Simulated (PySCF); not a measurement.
2-silylethylsilane (C2H10Si2), SMILES [SiH3]CC[SiH3]. Atoms are numbered in the order given.

```xyz
14

Si     0.0530    -2.3125     0.0000
C     -0.5665    -0.5231     0.0000
C      0.5665     0.5231     0.0000
Si    -0.0530     2.3125     0.0000
H      0.8918    -2.5631    -1.2106
H     -1.0892    -3.2748     0.0000
H      0.8918    -2.5631     1.2106
H     -1.2198    -0.3868    -0.8803
H     -1.2198    -0.3868     0.8803
H      1.2198     0.3868     0.8803
H      1.2198     0.3868    -0.8803
H     -0.8918     2.5631    -1.2106
H      1.0892     3.2748     0.0000
H     -0.8918     2.5631     1.2106
```

Coordinates come from a B3LYP-D3(BJ)/def2-SVP optimisation. One conformer was computed; it need not be the lowest.

Computed with TDDFT-PBE/def2-SVPD (PySCF).

Vertical excitations.  State labels are in the subgroup C2h.

Task: Estimate the UV-visible absorptions. (Estimate from the structure and the level; the computed values follow.)

Result: 
```json
[
 {"state": "S1", "symmetry": "Ag", "energy (eV)": "6.40", "λ (nm)": "194", "f": "0.000", "main pairs": "HOMO→LUMO 99 %"},
 {"state": "S2", "symmetry": "Bu", "energy (eV)": "7.09", "λ (nm)": "175", "f": "0.051", "main pairs": "HOMO→LUMO+1 78 %, HOMO→LUMO+3 19 %"},
 {"state": "S3", "symmetry": "Ag", "energy (eV)": "7.12", "λ (nm)": "174", "f": "0.000", "main pairs": "HOMO→LUMO+2 97 %"},
 {"state": "S4", "symmetry": "Bu", "energy (eV)": "7.22", "λ (nm)": "172", "f": "0.318", "main pairs": "HOMO→LUMO+3 80 %, HOMO→LUMO+1 17 %"},
 {"state": "S5", "symmetry": "Au", "energy (eV)": "7.49", "λ (nm)": "166", "f": "0.001", "main pairs": "HOMO→LUMO+4 89 %"},
 {"state": "S6", "symmetry": "Bg", "energy (eV)": "7.56", "λ (nm)": "164", "f": "0.000", "main pairs": "HOMO−1→LUMO 94 %"},
 {"state": "S7", "symmetry": "Au", "energy (eV)": "7.57", "λ (nm)": "164", "f": "0.013", "main pairs": "HOMO−3→LUMO 89 %"},
 {"state": "S8", "symmetry": "Ag", "energy (eV)": "7.60", "λ (nm)": "163", "f": "0.000", "main pairs": "HOMO−2→LUMO 98 %"},
 {"state": "S9", "symmetry": "Bg", "energy (eV)": "7.65", "λ (nm)": "162", "f": "0.000", "main pairs": "HOMO→LUMO+5 93 %"},
 {"state": "S10", "symmetry": "Bu", "energy (eV)": "7.72", "λ (nm)": "161", "f": "0.112", "main pairs": "HOMO−4→LUMO 93 %"},
 {"state": "T1", "symmetry": "Ag", "energy (eV)": "6.16", "λ (nm)": "201", "f": "0", "main pairs": "HOMO→LUMO 99 %"},
 {"state": "T2", "symmetry": "Bu", "energy (eV)": "6.69", "λ (nm)": "185", "f": "0", "main pairs": "HOMO→LUMO+1 98 %"},
 {"state": "T3", "symmetry": "Ag", "energy (eV)": "6.90", "λ (nm)": "180", "f": "0", "main pairs": "HOMO→LUMO+2 99 %"},
 {"state": "T4", "symmetry": "Bu", "energy (eV)": "7.04", "λ (nm)": "176", "f": "0", "main pairs": "HOMO→LUMO+3 99 %"}
]
```
Triplets are in the Tamm–Dancoff approximation, which puts them higher than full response would, so one can lie above its singlet here.
